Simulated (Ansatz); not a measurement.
CH₆O₃Si, SMILES `C[Si](O)(O)O`. Charge 0, multiplicity 1.

Cartesian coordinates in Å:
```
C -0.774 0.282 1.231
Si 0.114 -0.110 -0.340
O 0.075 -1.704 -0.719
O 1.722 0.236 -0.257
O -0.658 0.741 -1.507
H -0.302 -0.219 2.080
H -0.777 1.357 1.426
H -1.813 -0.049 1.173
H 0.897 -2.182 -0.604
H 1.976 1.140 -0.068
H -0.459 0.509 -2.415
```

Question: List the harmonic frequencies (cm⁻¹, unscaled) at PBE0-D4/def2-TZVP in Ansatz. (An estimate is asked.)

Answer: The calculation gave: 113, 147, 214, 221, 262, 276, 326, 361, 374, 688, 761, 775, 808, 817, 830, 905, 957, 983, 1288, 1448, 1451, 3057, 3139, 3146, 3919, 3929, 3933.

Question: Is this a minimum?

Answer: Yes, all 27 modes are real.

Question: Give the ideal-gas thermochemistry at 298.15 K and 1 bar (rigid rotor, harmonic oscillator; point group C1, symmetry number 1).

Answer: Zero-point energy 210.1 kJ/mol; H(298) − E = 233.4 kJ/mol; entropy 351.9 J/(mol·K), of which translation 165.5, rotation 109.8, vibration 76.7; G(298) − E = 128.5 kJ/mol.

Question: And at 400, 500, 600, 800 and 1000 K?

Answer: 
```tsv
T (K)	H − E (kJ/mol)	S (J/mol/K)	G − E (kJ/mol)
400	247.0	391.2	90.6
500	262.3	425.1	49.7
600	278.8	455.2	5.7
800	314.8	506.9	-90.7
1000	353.7	550.2	-196.5
```

Question: Rotational constants (cm⁻¹)?

Answer: 0.1333, 0.1224, 0.1178.
